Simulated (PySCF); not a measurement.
**TiOBr + HBr → HTiO + Br₂**

Level: PBE0 in the def2-TZVP basis family, all electrons, no relativity, computed in PySCF with density fitting; open shells unrestricted.

```
species                                       state and structure       E (Eh)  ZPE (kJ/mol)  H(298 K) − H(0) (kJ/mol)  S° (J/(mol K))
  TiOBr  doublet, Cs, Ti–Br 2.447 Å, Ti–O 1.606 Å; Br–Ti–O 133.0°  -3498.38084           8.8                      13.0           303.5
    HBr                                singlet, C∞v, H–Br 1.421 Å  -2574.45811          16.0                       8.7           198.5
   HTiO    doublet, Cs, Ti–H 1.793 Å, Ti–O 1.607 Å; H–Ti–O 119.2°   -925.01116          18.2                      10.8           252.1
    Br₂                               singlet, D∞h, Br–Br 2.281 Å  -5147.70672           2.0                       9.7           244.8
```

What is the electronic reaction energy?

At PBE0/def2-TZVP, ΔE = 317.9 kJ/mol from the differences of the total energies times 2625.5, uphill. 

Add zero-point, thermal and entropy terms for 298.15 K and 1 bar.

ΔZPE = -4.6 and Δ[H(298) − H(0)] = -1.2 kJ/mol give ΔH° = 312.1 kJ/mol. ΔS° = -5.1 J/(mol K), so ΔG° = 312.1 − 298.15 × (-0.0051) = 314 kJ/mol.

Open d or f shells are single determinants, so the state found may not be the ground state. The structures come from searches over a few start shapes, so lower isomers are not excluded.
